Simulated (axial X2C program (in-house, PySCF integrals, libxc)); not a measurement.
**Spin–orbit effects along a row: molecules with Li, PBE0**

All values come from calculations with an in-house all-electron X2C program for linear molecules (integrals from PySCF), spin-free (one-electron X2C) or two-component (2c: spin–orbit coupling with atomic mean-field Coulomb and Gaunt terms, which also bring small scalar terms), in Dyall basis sets with cores contracted in-house; open shells are unrestricted.

Basis sets: B dyall-v3z, Be dyall-cv3z, C dyall-v3z, F dyall-av3z, Li dyall-cv3z, O dyall-av3z.

```json
{"molecule": "LiBe", "spin-free state": "M_S = 1/2, Λ = 0", "Re (Å)": "2.579", "ωe (cm⁻¹)": "345.5", "De (eV)": "0.51", "2c state": "Ω = 1/2", "Re 2c (Å)": "2.579", "ωe 2c (cm⁻¹)": "345.5", "De 2c (eV)": "0.51"}
{"molecule": "LiB", "spin-free state": "M_S = 1, Λ = 1", "Re (Å)": "2.130", "ωe (cm⁻¹)": "546.4", "De (eV)": "1.31", "2c state": "Ω = 2", "Re 2c (Å)": "2.131", "ωe 2c (cm⁻¹)": "546.4", "De 2c (eV)": "1.30"}
{"molecule": "LiC", "spin-free state": "M_S = 3/2, Λ = 0", "Re (Å)": "1.876", "ωe (cm⁻¹)": "697.3", "De (eV)": "2.69", "2c state": "Ω = 3/2", "Re 2c (Å)": "1.876", "ωe 2c (cm⁻¹)": "697.2", "De 2c (eV)": "2.69"}
{"molecule": "LiO", "spin-free state": "M_S = 1/2, Λ = 1", "Re (Å)": "1.682", "ωe (cm⁻¹)": "819.4", "De (eV)": "3.36", "2c state": "Ω = 3/2", "Re 2c (Å)": "1.682", "ωe 2c (cm⁻¹)": "819.2", "De 2c (eV)": "3.37"}
{"molecule": "LiF", "spin-free state": "M_S = 0, Λ = 0", "Re (Å)": "1.561", "ωe (cm⁻¹)": "912.4", "De (eV)": "5.70", "2c state": "Ω = 0", "Re 2c (Å)": "1.561", "ωe 2c (cm⁻¹)": "912.2", "De 2c (eV)": "5.70"}
```

Q: Work out the shifts from the spin-free to the two-component result.

A: 

| molecule | 2c state | ΔRe (Å) | Δωe (cm⁻¹) | ΔDe (eV) |
| --- | --- | --- | --- | --- |
| LiBe | Ω = 1/2 | 0.000 | 0.0 | 0.00 |
| LiB | Ω = 2 | 0.001 | 0.0 | -0.01 |
| LiC | Ω = 3/2 | 0.000 | -0.1 | 0.00 |
| LiO | Ω = 3/2 | 0.000 | -0.2 | 0.01 |
| LiF | Ω = 0 | 0.000 | -0.2 | 0.00 |

Shifts of one unit in the last digit are rounding.

Each entry is the lowest single determinant of a limited PBE0 search at one distance. De goes to single-determinant-based atoms at the same level (for ions the charge split of lowest energy) and is withheld (n/a) where an atom does not fit its ground term or J level. Main or longest-lived isotopes. One determinant is a doubtful description, or other states lie close, for LiB, LiC, LiO; these need not be ground states, and all values refer to the states named. Some open-shell Ω = 0 determinants are out of reach, so the Ω given for LiB need not be the lowest component. With several unpaired electrons the Ω given is that of one determinant, not necessarily of the lowest component. Some light 2c atoms are not at their ground J level, so De misses part of their lowering (0.04 eV or less). The functionals have no current term, which raises determinants with orbital currents.
